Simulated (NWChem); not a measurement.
System: CoHOF, quartet; SMILES [OH][Co][F]

Input file for NWChem:

```
start job
memory heap 200 mb stack 900 mb global 1100 mb
geometry units angstroms noautosym nocenter noautoz
  Co     0.051733    -0.032127    -0.000001
  F     -0.078111     1.682870     0.000001
  O      0.205330    -1.754977    -0.000000
  H     -0.436493    -2.466576     0.000000
end
basis spherical
  * library def2-tzvp
end
dft
  odft
  mult 4
  xc b3lyp
  iterations 150
end
property
  efieldgrad
end
task dft property
```

Geometry: optimised at PBE0/def2-SVP, spin-unrestricted. The spin multiplicity was typed, not searched, and may not be the lowest. No stability test was run on the SCF state.

Vzz is the largest principal value of the second derivative of the potential at the nucleus (NWChem prints the opposite sign); η is the asymmetry. Non-relativistic.

Atoms are numbered as in the input.

Q: Predict the main results of this run. (B3LYP/def2-TZVP, spin-unrestricted.) Quantities: Vzz Co1 (a.u.); η Co1; Vzz O3 (a.u.); η O3.

A: 
```json
{
 "Vzz Co1 (a.u.)": "-2.120",
 "η Co1": "0.54",
 "Vzz O3 (a.u.)": "1.313",
 "η O3": "0.25"
}
```
